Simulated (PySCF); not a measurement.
## Al(2+) (aluminium, charge +2): UHF calculation

Configuration: [Ne] 3p1, 2P determinant (an excited configuration). Calculation: PySCF 2.14, in aug-cc-pCVTZ-DK (8s7p5d3f, 75 functions); scalar relativity by spin-free X2C-1e.

```
Total energy                                                  : -241.221687 hartree
One-electron energy                                           : -327.1550 hartree
Hartree (Coulomb) energy                                      : 103.6497 hartree
Exchange energy                                               : -17.7163 hartree
⟨S²⟩                                                          : 0.7500
⟨L²⟩                                                          : 2.000
Sum of ⟨r⟩                                                    : 7.661 bohr
Sum of ⟨r²⟩                                                   : 11.41 bohr²
Traceless quadrupole moment −½Σ⟨3z² − r²⟩ along its main axis : -3.10 e·bohr²
Langevin diamagnetic susceptibility                           : -9.03 ×10⁻⁶ cm³/mol
```

```
shell  electrons  mean orbital energy (eV)  spread (eV)  rms radius, mean of both spins (bohr)
 1s α          1                   -1617.7            0                                  0.139
 1s β          1                   -1617.5            0                                  0.139
 2s α          1                   -155.86            0                                  0.676
 2s β          1                   -155.66            0                                  0.676
 2p α          3                   -109.75        0.423                                  0.670
 2p β          3                   -109.38        0.436                                  0.670
 3p α          1                   -21.502            0                                   2.79
```

Densities and radii are taken from the X2C orbitals without a picture-change correction, which distorts them close to the nucleus.

Spin-orbit constants ζ (cm⁻¹) from the X2C one-electron operator on these orbitals: bare nucleus, nucleus screened by l(l+1)(2l+1)/3 electrons, and screened by the Breit-Pauli mean field of the electrons.

```tsv
shell	bare	screened nucleus	mean field
2p	2697	2282	2096
3p	160.4	135.7	123.0
```

To first order the Landé constant is A = 123.0 cm⁻¹, so the lowest level has J = 1/2 and lies 0.0152 eV below the centre of the term.
